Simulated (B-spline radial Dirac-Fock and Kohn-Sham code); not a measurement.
## Core-level shifts of niobium with charge state

These are calculated numbers from a radial finite-basis atomic code; the model is Dirac-Fock (average of configuration) total-energy differences with a finite nucleus, the Breit interaction including its frequency dependence, and self-energy and vacuum-polarisation corrections. Each ion is free and in its tabulated ground configuration. Electron correlation is not included.

Reference: Nb²¹⁺, [Ar] 3d2, with 1s 19836.7 eV, 2s 3539.5 eV, 2p1/2 3306.2 eV, 3s 1168.9 eV. Shifts from it, in eV (a dash: the subshell is empty, belongs to an open shell averaged over j, or its hole state is left out as unreliable):

```csv
ion,configuration,1s,2s,2p1/2,3s
Nb²²⁺,[Ar] 3d1,+79.9,+77.9,+78.6,+58.2
Nb²³⁺,[Ne] 3s2 3p6,?,?,?,?
Nb²⁴⁺,[Ne] 3s2 3p5,+249.0,+233.6,+236.3,+171.2
Nb²⁵⁺,[Ne] 3s2 3p4,+337.7,+310.5,+314.7,+225.6
Nb²⁶⁺,[Ne] 3s2 3p3,+428.2,+388.9,–,+280.8
Nb²⁷⁺,[Ne] 3s2 3p2,+520.6,+468.5,+475.3,+336.8
Nb²⁸⁺,[Ne] 3s2 3p1,+614.8,+549.5,+557.9,+393.5
Nb²⁹⁺,[Ne] 3s2,+710.9,+631.8,+641.8,+451.0
```

Question: Give the missing shifts for Nb²³⁺.

Answer: 1s +162.2, 2s +157.9, 2p1/2 +159.3, 3s +117.5 (eV).
